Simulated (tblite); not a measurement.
Species: C6H11FSeSi.
Numbering: `[CH2:1]=[CH:2][C@@H:3]([F:4])[Se:5][SiH2:6][C:7](=[CH2:8])[CH3:9]` (hydrogens: H10, H11 on C1; H12 on C2; H13 on C3; H14, H15 on Si6; H16, H17 on C8; H18, H19, H20 on C9)

Computed with GFN2-xTB (tblite), gas phase: L-BFGS steps from a force-field or distance-geometry start until the largest atomic force falls under 0.01 eV/Å.

Step 2: E = -762.8334 eV
```
atom  x, y, z in Å  |  force x, y, z in eV/Å
C1      3.1927   -1.3916   -1.0707    0.043  -0.046  -0.019
C2      2.9975   -0.1032   -0.8737    0.287   0.053  -0.134
C3      2.5617    0.5315    0.3959    0.131  -0.316  -0.180
F4      2.4053    1.8623    0.2133   -0.148   0.264   0.214
Se5     0.8386   -0.3535    0.9074   -0.039  -0.211   0.444
Si6    -0.9075    1.1125    0.8152   -0.186  -0.108  -0.080
C7     -2.2792    0.2110   -0.1186    0.408  -0.148   0.090
C8     -3.3586    0.9189   -0.3816   -0.263   0.112  -0.096
C9     -2.2122   -1.2350   -0.4988    0.146   0.360  -0.146
H10     3.5109   -1.7075   -2.0412    0.086  -0.294  -0.182
H11     3.0374   -2.1555   -0.3258   -0.008   0.120   0.060
H12     3.1608    0.5808   -1.6923   -0.041   0.187   0.002
H13     3.2810    0.3674    1.2176   -0.278   0.097  -0.075
H14    -1.4484    1.3777    2.1509    0.222   0.042   0.130
H15    -0.5925    2.3328    0.1039    0.273   0.191  -0.047
H16    -3.4040    1.9445   -0.0652   -0.328   0.072  -0.205
H17    -4.1790    0.4605   -0.9085   -0.246   0.290   0.034
H18    -3.1907   -1.6567   -0.3345   -0.196  -0.388  -0.072
H19    -1.9404   -1.3453   -1.5540   -0.006  -0.031   0.226
H20    -1.4784   -1.7410    0.1157    0.141  -0.247   0.036
```

Step 3: E = -762.8676 eV
```
atom  x, y, z in Å  |  force x, y, z in eV/Å
C1      3.1945   -1.3948   -1.0742    0.070   0.046  -0.057
C2      3.0076   -0.1044   -0.8778    0.177   0.082  -0.112
C3      2.5697    0.5321    0.3845   -0.132  -0.341   0.042
F4      2.4012    1.8644    0.2225   -0.131   0.185   0.106
Se5     0.8351   -0.3638    0.9224    0.061  -0.042   0.336
Si6    -0.9091    1.1189    0.8150   -0.150  -0.280  -0.097
C7     -2.2752    0.2064   -0.1217   -0.147   0.367   0.063
C8     -3.3639    0.9216   -0.3832    0.318  -0.239   0.043
C9     -2.2118   -1.2369   -0.4977    0.123   0.341  -0.036
H10     3.5126   -1.7153   -2.0438    0.077  -0.283  -0.161
H11     3.0372   -2.1509   -0.3245   -0.012   0.067   0.086
H12     3.1586    0.5864   -1.6899    0.014   0.182  -0.113
H13     3.2712    0.3707    1.2151   -0.141   0.043  -0.004
H14    -1.4413    1.3785    2.1540    0.201   0.051   0.134
H15    -0.5854    2.3351    0.1044    0.276   0.210  -0.064
H16    -3.4149    1.9459   -0.0718   -0.257   0.136  -0.155
H17    -4.1846    0.4704   -0.9065   -0.329   0.174  -0.037
H18    -3.1873   -1.6637   -0.3389   -0.262  -0.378  -0.035
H19    -1.9411   -1.3451   -1.5451    0.063  -0.061  -0.036
H20    -1.4783   -1.7450    0.1121    0.180  -0.260   0.096
```

**Question.** Estimate the geometry and energy of step 4. (The exact step hangs on the optimiser's Hessian estimate; all steps are aligned on step 3, rigid shifts and turns removed.)

**Answer.** E = -762.9067 eV, largest force 0.524 eV/Å
```
atom  x, y, z in Å  |  force x, y, z in eV/Å
C1      3.1988   -1.3978   -1.0816    0.090   0.077  -0.032
C2      3.0239   -0.1048   -0.8851   -0.011   0.136  -0.103
C3      2.5770    0.5284    0.3704   -0.413  -0.162   0.278
F4      2.3935    1.8690    0.2368   -0.097  -0.088  -0.030
Se5     0.8318   -0.3781    0.9484    0.155   0.145   0.177
Si6    -0.9129    1.1231    0.8134   -0.007  -0.290  -0.100
C7     -2.2765    0.2089   -0.1259    0.031   0.207   0.183
C8     -3.3623    0.9201   -0.3835   -0.149   0.038  -0.091
C9     -2.2100   -1.2354   -0.4947   -0.044   0.151   0.098
H10     3.5160   -1.7305   -2.0491    0.061  -0.238  -0.101
H11     3.0366   -2.1438   -0.3207    0.003   0.079   0.031
H12     3.1561    0.5974   -1.6892    0.081   0.138  -0.203
H13     3.2562    0.3754    1.2121    0.039  -0.045   0.089
H14    -1.4281    1.3804    2.1604    0.179   0.051   0.095
H15    -0.5709    2.3415    0.1041    0.238   0.101  -0.013
H16    -3.4340    1.9499   -0.0835   -0.116   0.053  -0.120
H17    -4.1983    0.4863   -0.9048   -0.187   0.085   0.003
H18    -3.1863   -1.6791   -0.3456   -0.110  -0.225  -0.010
H19    -1.9403   -1.3459   -1.5355    0.128  -0.056  -0.261
H20    -1.4755   -1.7546    0.1086    0.130  -0.156   0.109
```

The energy changes by -0.0392 eV. The first-order estimate −F·Δx gives -0.0604 eV and the mean of the old and new forces, exact on a quadratic surface, -0.0392 eV. The step makes an angle of 49° with the force vector and moves no atom by more than 0.030 Å.

What follows is the cost of the whole relaxation. The run took 1.5 s of wall time on an Arm Neoverse V2 with one thread, no GPU, shared host with 32 logical CPUs at a one-minute load of 17.
